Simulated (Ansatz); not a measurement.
Compare A (`C[SiH]([SiH3])BO`) with its isomer B (`C[SiH2]OB[SiH3]`).

Gas-phase electronic energies from Ansatz, PBE0-D4/def2-TZVP geometries. CCSD(T)/CBS is the MP2 limit (def2-TZVPP, def2-QZVPP) plus CCSD(T) − MP2 in def2-TZVPP, frozen cores. DFT in def2-TZVPP. B3LYP here is the variant with VWN-RPA as its local correlation; programs differ in this. One conformer a species, not always the lowest.

A:

```xyz
14

C     1.528    1.151    0.241
Si    0.187   -0.109    0.634
Si    0.358   -1.958   -0.802
B    -1.693    0.609    0.449
O    -1.877    1.782   -0.203
H     2.524    0.709    0.307
H     1.393    1.545   -0.769
H     1.479    1.992    0.938
H     0.371   -0.648    2.016
H     0.155   -1.543   -2.219
H     1.701   -2.597   -0.705
H    -0.669   -2.987   -0.477
H    -2.655    0.013    0.866
H    -2.800    2.041   -0.277
```

B:

```xyz
14

C    -1.047    2.228    0.283
Si    0.569    1.481    0.810
O     0.728   -0.103    0.318
B    -0.053   -0.957   -0.366
Si    0.567   -2.854   -0.745
H    -1.896    1.688    0.708
H    -1.153    2.230   -0.804
H    -1.097    3.264    0.630
H     0.698    1.472    2.289
H     1.716    2.216    0.220
H    -1.136   -0.582   -0.757
H     1.918   -3.164   -0.200
H    -0.406   -3.827   -0.169
H     0.591   -3.091   -2.218
```

(1) Which isomer does CCSD(T)/CBS put lower? Give the gap. (Estimate.)

(2) Give E(B) − E(A) in kcal/mol with B3LYP-D4, MP2/def2-TZVPP, CCSD(T)/def2-SVP, r2SCAN-D4, CCSD(T)/def2-TZVPP, PBE-D4, LDA (SPW92). (Best estimate.)

(3) Does the order hold for the free energy at 298.15 K (harmonic terms from PBE0-D4)? (Best estimate.)

Largest T1 diagnostic: 0.014.

Results:

(1) Computed: B, by 20.5 kcal/mol.

(2) Computed: B3LYP-D4 -20.6, MP2/def2-TZVPP -21.5, CCSD(T)/def2-SVP -17.5, r2SCAN-D4 -18.9, CCSD(T)/def2-TZVPP -20.4, PBE-D4 -14.4, LDA (SPW92) -15.6. None reverses the order clearly.

(3) Ansatz gave: Yes: G(B) − G(A) = -22.2 kcal/mol, for one conformer each. Modes under 60 cm⁻¹, often nearly free rotors, make the harmonic entropy too high.

Leaving LDA and LC-ωPBE aside and taking each functional with its dispersion term where it has one, the values, not all of them listed here, spread over 8.6 kcal/mol, from BHLYP-D4 to PBE-D4. LDA lies −0.9 kcal/mol from PBE without D4. From r2SCAN to r2SCAN0 (25 % exact exchange), in def2-TZVPP and without D4, E(B) − E(A) moves by −0.8 kcal/mol.
